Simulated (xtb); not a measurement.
propylene glycol (C$_{3}$H$_{8}$O$_{2}$), singlet, geometry from GFN2-xTB; GFN2-xTB in xtb.

The xtb input:
```
$ xtb mol.xyz --gfn 2 --acc 30 --json

# file mol.xyz
13

C      1.83324331     0.13638099     0.35090210
C      0.42691443     0.30654220    -0.21207806
O     -0.28124422     1.34971891     0.43155499
C     -0.38814764    -0.99223231    -0.10847029
O     -1.67642873    -0.82208827    -0.63781928
H      2.36667096     1.08275455     0.30757844
H      1.78849069    -0.19345144     1.38820166
H      2.38133734    -0.60316406    -0.22521041
H      0.47213216     0.61355869    -1.26229834
H     -0.25594914     1.19385292     1.38370519
H      0.09000513    -1.79465989    -0.67338889
H     -0.44945832    -1.29548663     0.95090902
H     -1.96390590     0.07140544    -0.40150486
```

It wrote (shortened):

```
   ID    Z sym.   atoms
    1    6 C      1, 2, 4
    2    8 O      3, 5
    3    1 H      6-13

           -------------------------------------------------
          |                Calculation Setup                |
           -------------------------------------------------

           -------------------------------------------------
          |                 G F N 2 - x T B                 |
           -------------------------------------------------

          ...................................................
          :                      SETUP                      :
          :.................................................:
          :  # basis functions                  28          :
          :  # atomic orbitals                  28          :
          :  # shells                           18          :
          :  # electrons                        32          :
          :  max. iterations                   250          :
          :  Hamiltonian                  GFN2-xTB          :
          :  restarted?                      false          :
          :  GBSA solvation                  false          :
          :  PC potential                    false          :
          :  electronic temp.          300.0000000     K    :
          :  accuracy                   30.0000000          :
          :  -> integral cutoff          0.2000000E+02      :
          :  -> integral neglect         0.3000000E-06      :
          :  -> SCF convergence          0.3000000E-04 Eh   :
          :  -> wf. convergence          0.3000000E-02 e    :
          :  Broyden damping             0.4000000          :
          :  net charge                          0          :
          :  unpaired electrons                  0          :
          ...................................................

 iter      E             dE          RMSdq      gap      omega  full diag
   1    -18.7698016 -0.187698E+02  0.394E+00   12.10       0.0  T
   2    -18.7938761 -0.240745E-01  0.215E+00   11.78       1.0  T
   3    -18.7944345 -0.558450E-03  0.739E-01   11.83       1.0  T
   4    -18.7947571 -0.322590E-03  0.130E-01   11.80       1.0  T
   5    -18.7947926 -0.354636E-04  0.685E-02   11.82       1.0  T
   6    -18.7947947 -0.205957E-05  0.142E-02   11.83       1.9  T
   7    -18.7947951 -0.405347E-06  0.649E-03   11.83       4.3  T

   *** convergence criteria satisfied after 7 iterations ***

         :::::::::::::::::::::::::::::::::::::::::::::::::::::
         ::                     SUMMARY                     ::
         :::::::::::::::::::::::::::::::::::::::::::::::::::::
         :: total energy             -18.622440036657 Eh    ::
         :: gradient norm              0.000093388254 Eh/a0 ::
         :: HOMO-LUMO gap             11.832272860668 eV    ::
         ::.................................................::
         :: SCC energy               -18.794789688022 Eh    ::
         :: -> isotropic ES            0.049763356580 Eh    ::
         :: -> anisotropic ES          0.001898954317 Eh    ::
         :: -> anisotropic XC          0.000846800046 Eh    ::
         :: -> dispersion             -0.005950601510 Eh    ::
         :: repulsion energy           0.172349651364 Eh    ::
         :: add. restraining           0.000000000000 Eh    ::
         :: total charge               0.000000000000 e     ::
         :::::::::::::::::::::::::::::::::::::::::::::::::::::

           -------------------------------------------------
          |                Property Printout                |
           -------------------------------------------------

    * Orbital Energies and Occupations

         #    Occupation            Energy/Eh            Energy/eV
      -------------------------------------------------------------
         1        2.0000           -0.7018137             -19.0973
       ...           ...                  ...                  ...
         4        2.0000           -0.6158475             -16.7581
         5        2.0000           -0.6093127             -16.5802
         6        2.0000           -0.5768502             -15.6969
         7        2.0000           -0.5508982             -14.9907
         8        2.0000           -0.5447029             -14.8221
         9        2.0000           -0.5268590             -14.3366
        10        2.0000           -0.5120194             -13.9328
        11        2.0000           -0.4888450             -13.3021
        12        2.0000           -0.4830069             -13.1433
        13        2.0000           -0.4667102             -12.6998
        14        2.0000           -0.4536211             -12.3437
        15        2.0000           -0.4291929             -11.6789
        16        2.0000           -0.4066962             -11.0668 (HOMO)
        17                          0.0281318               0.7655 (LUMO)
        18                          0.0611373               1.6636
        19                          0.0870325               2.3683
        20                          0.1072256               2.9178
        21                          0.1298136               3.5324
        22                          0.1592264               4.3328
        23                          0.1699205               4.6238
        24                          0.1911576               5.2017
        25                          0.2171494               5.9089
        26                          0.2259472               6.1483
        27                          0.2471920               6.7264
        28                          0.2713222               7.3831
      -------------------------------------------------------------
                  HL-Gap            0.4348280 Eh           11.8323 eV
             Fermi-level           -0.1892822 Eh           -5.1506 eV

     #   Z          covCN         q      C6AA      α(0)
     1   6 C        3.752    -0.126    22.977     6.836
     2   6 C        3.723     0.099    19.045     6.232
     3   8 O        1.655    -0.449    21.834     6.308
     4   6 C        3.674     0.068    19.667     6.355
     5   8 O        1.655    -0.442    21.682     6.286
     6   1 H        0.925     0.056     2.241     2.341
     7   1 H        0.925     0.039     2.459     2.452
     8   1 H        0.925     0.046     2.373     2.409
     9   1 H        0.924     0.054     2.269     2.355
    10   1 H        0.805     0.289     0.756     1.365
    11   1 H        0.924     0.045     2.385     2.415
    12   1 H        0.923     0.018     2.769     2.602
    13   1 H        0.805     0.303     0.711     1.325

 Mol. C6AA /au·bohr⁶  :       1146.473407
 Mol. C8AA /au·bohr⁸  :      23407.991502
 Mol. α(0) /au        :         49.281402

Wiberg/Mayer (AO) data.
largest (>0.10) Wiberg bond orders for each atom

 ---------------------------------------------------------------------------
     #   Z sym  total        # sym  WBO       # sym  WBO       # sym  WBO
 ---------------------------------------------------------------------------
     1   6 C    3.995 --     2 C    1.003     8 H    0.985     7 H    0.985
                             6 H    0.984
     2   6 C    3.953 --     1 C    1.003     3 O    0.987     4 C    0.976
                             9 H    0.962
     3   8 O    1.970 --     2 C    0.987    10 H    0.899
     4   6 C    3.963 --     5 O    1.010     2 C    0.976    11 H    0.972
                            12 H    0.965
     5   8 O    1.957 --     4 C    1.010    13 H    0.885
     6   1 H    0.997 --     1 C    0.984
     7   1 H    0.998 --     1 C    0.985
     8   1 H    0.998 --     1 C    0.985
     9   1 H    0.997 --     2 C    0.962
    10   1 H    0.916 --     3 O    0.899
    11   1 H    0.998 --     4 C    0.972
    12   1 H    1.000 --     4 C    0.965
    13   1 H    0.908 --     5 O    0.885
 ---------------------------------------------------------------------------

Topologies differ in total number of bonds
Writing topology from bond orders to xtbtopo.mol

molecular dipole:
                 x           y           z       tot (Debye)
 q only:        0.600       0.047       0.516
   full:        0.748       0.074       0.786       2.764
molecular quadrupole (traceless):
                xx          xy          yy          xz          yz          zz
 q only:        0.508      -2.558      -2.627      -1.591      -0.136       2.119
  q+dip:       -0.970      -2.951      -3.279      -2.793      -0.653       4.248
   full:       -0.443      -3.340      -3.340      -2.538      -0.394       3.783

           -------------------------------------------------
          | TOTAL ENERGY              -18.622440036657 Eh   |
          | GRADIENT NORM               0.000093388254 Eh/α |
          | HOMO-LUMO GAP              11.832272860668 eV   |
           -------------------------------------------------

normal termination of xtb
```
